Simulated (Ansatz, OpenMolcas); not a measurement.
## Worked example: the enthalpy of formation of ICl (SMILES ClI)

ICl has 2 atoms, charge 0, and is taken as a singlet. SMILES: `ClI`. Geometry: relaxed at PBE0-D4/def2-TZVP.

```xyz
2

Cl    0.0000    0.0000   -0.0026
I     0.0000    0.0000    2.3091
```

Total energies at M06-2X/def2-TZVP (core potential) (OpenMolcas 26.06); the atoms run unrestricted:

| species | state | energy (Eh) |
| --- | --- | --- |
| ICl | singlet | -757.822007 |
| Cl | doublet | -460.132616 |
| I | doublet | -297.611801 |

Harmonic wavenumbers at PBE0-D4/def2-TZVP, in cm⁻¹: 399.

Measured heats of formation of the gaseous atoms at 298.15 K, in kJ/mol: Cl 121.3, I 106.8. Spin-orbit lowering of the atoms at 298 K (mean of the ground term's levels less their thermal mean, from spectra), in kJ/mol: Cl 3.44, I 30.32. Take 1 Eh = 2625.50 kJ/mol, 1 cm⁻¹ = 0.0119627 kJ/mol, RT = 2.479 kJ/mol.

Problem. Work out the heat of formation of the gas at 298 K.

Solution. 
1. Electronic atomisation energy: (-460.132616) + (-297.611801) − (-757.822007) = 0.077590 Eh = 203.7 kJ/mol.
2. Zero-point energy: half the sum of the wavenumbers, 199.5 cm⁻¹ = 2.4 kJ/mol.
3. Thermal vibrational enthalpy, Σ hcν̃/(exp(hcν̃/kT) − 1): 0.8 kJ/mol. Translation, rotation and pV of a linear molecule: 3.5 RT = 8.7 kJ/mol.
4. The 2 free atoms carry 5/2 RT each: 12.4 kJ/mol.
5. Spin-orbit coupling lowers the free atoms by 3.44 + 30.32 = 33.8 kJ/mol.
6. Atomisation enthalpy at 298 K: 203.7 − 33.8 − 2.4 − 0.8 − 8.7 + 12.4 = 170.4 kJ/mol.
7. Sum of the atoms' heats of formation: 228.1 kJ/mol. Heat of formation: 228.1 − 170.4 = +57.7 kJ/mol.

The tabulated value is +17.4 kJ/mol (Active Thermochemical Tables), so this level is off by +40.3 kJ/mol, or 19.1 % of the atomisation enthalpy. Anharmonicity and any spin-orbit splitting of the molecule are left out.
